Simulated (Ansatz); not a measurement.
Reaction (formal exchange of groups at the Si–F bond): `N[Si](N)(F)[SiH3]` + `[AlH3]` → `N[Si](N)([AlH2])[SiH3]` + H–F

Gas-phase electronic energies from Ansatz, PBE0-D4/def2-TZVP geometries. CBS: MP2 limit from def2 TZ/QZ plus the TZ coupled-cluster correction, frozen cores. This one scheme is used for every species. Functionals use def2-TZVPP. One conformer a species, not always the lowest.

CCSD(T)/CBS gives +41.1 kcal/mol.

Task: Another level gave +35.8 kcal/mol. Which?
A. HF/def2-TZVPP
B. r2SCAN-D4/def2-TZVPP
C. PBE-D4/def2-TZVPP
D. PBE/def2-TZVPP

Result: C. PBE-D4 35.8, r2SCAN-D4 42.1, PBE 36.9, HF/def2-TZVPP 50.4 kcal/mol.

Largest T1 diagnostic among the species: 0.013.

The D4 term adds −1.8 kcal/mol with B3LYP and −1.1 kcal/mol with PBE0; it sums over pairs of atoms, weighted by their polarisabilities, and B3LYP, whose exchange is more repulsive, gets the larger term. From PBE to PBE0 (25 % exact exchange), in def2-TZVPP and without D4, ΔE moves by +1.9 kcal/mol. In def2-TZVPP, CCSD(T) changes the Hartree–Fock value by −8.8 kcal/mol (the triples alone add −1.3 kcal/mol) and MP2 by −7.7 kcal/mol.

B3LYP here is the variant with VWN-RPA as its local correlation; programs differ in this.
